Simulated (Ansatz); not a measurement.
System: CTa, net charge 0, doublet state. The spin state was set by rule; other spins were not relaxed. 
Coordinates optimised at B3LYP-D3(BJ)/def2-TZVP (Ansatz, an electronic-structure program):
```xyz
2

Ta     0.0000     0.0000    -0.1333
C      0.0000     0.0000     1.6222
```
Charge 0, spin multiplicity 2.

Total electronic energies in hartree. Cores are frozen in the correlated levels unless marked. UHF or UKS for open shells. Spin-orbit coupling is left out. The frozen core is the preceding noble-gas configuration, with the filled d and f shells of earlier blocks. In def2 rows, elements after Kr have scalar-relativistic effective core potentials. Basis-set limits of correlation are two-point, X^-3; Hartree-Fock from the larger set.

The UHF reference is spin-contaminated (<S^2> 1.25 over the pure value in the largest basis). The T1 diagnostic of CCSD in the largest basis is 0.119, which is high, so the coupled-cluster rows are less sure than usual.

```csv
level,program,energy (Eh)
HF/def2-QZVPPD,Ansatz,-94.04580
PBE0-D3(BJ)/def2-TZVPD,Ansatz + dftd3,…
BHLYP-D3(BJ)/def2-TZVPD,Ansatz + dftd3,-94.73300
BHLYP/def2-TZVPD,Ansatz,-94.73019
r2SCAN0-D4/def2-TZVPD,Ansatz + dftd4,…
LC-wPBE-D4/def2-TZVPD,Ansatz + dftd4,…
CCSD(T)/def2-QZVPPD,Ansatz,-94.34843
"CCSD(T)/CBS(def2-TZVPP,def2-QZVPP)",Ansatz,-94.3571
"CCSD(T)/CBS(def2-TZVPPD,def2-QZVPPD)",Ansatz,-94.3566
```

### Question
Some entries are withheld; supply them.

### Answer

- PBE0-D3(BJ)/def2-TZVPD, energy (Eh): -94.81782
- r2SCAN0-D4/def2-TZVPD, energy (Eh): -94.82384
- LC-wPBE-D4/def2-TZVPD, energy (Eh): -94.83540
